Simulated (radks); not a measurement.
Task: All-electron atom: V XVI in [He] 2s2 2p4. Calculated with a radial shooting solver on a logarithmic mesh with Libxc functionals: Dirac Kohn-Sham, LDA (Slater exchange, Perdew-Wang correlation), spin-unpolarised, spherical densities, point nucleus; open shells fill j = l - 1/2 first.

Spin-orbit splittings of the eigenvalues, e(l+1/2) - e(l-1/2), with zeta = 2 splitting/(2l+1) and mean radii in bohr:

shell  occ.  splitting (eV)  zeta (eV)  <r> j=l-1/2  <r> j=l+1/2
2p        4           8.107      5.404       0.2553       0.2577
3p        0               ?          ?       0.7041       0.7077
3d        0          0.4036     0.1614       0.6308       0.6318

Estimate the 3p splitting.

Result: 1.941 eV (zeta = 1.294 eV).
